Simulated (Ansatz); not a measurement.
Cartesian coordinates in Å:
```
O 1.949 0.529 -0.466
Si 1.220 -0.325 0.722
O -0.313 -0.754 0.314
Si -1.619 -0.232 -0.487
Cl -1.467 1.803 -0.799
H 1.622 1.412 -0.651
H 2.005 -1.563 0.884
H 1.139 0.463 1.976
H -1.707 -0.868 -1.818
H -2.829 -0.465 0.325
```

Charge 0, multiplicity 1.

(1) List the r2SCAN/def2-TZVPP orbital energies in eV (Ansatz 0.2.0). (An estimate is asked.)

Answers

(1) The calculation gave: Occupied: -2753.56, -1792.70, -1792.13, -516.26, -516.07, -254.97, -193.49, -193.38, -193.36, -142.97, -142.41, -97.90, -97.83, -97.78, -97.31, -97.27, -97.23, -26.94, -26.43, -21.71, -15.47, -14.04, -12.37, -11.14, -11.02, -10.53, -9.83, -9.27, -9.09, -8.60, -8.44, -8.03, -7.73. Lowest empty: -0.20, 0.05, 0.16, 0.98, 1.26, 1.75, 2.11, 2.51.
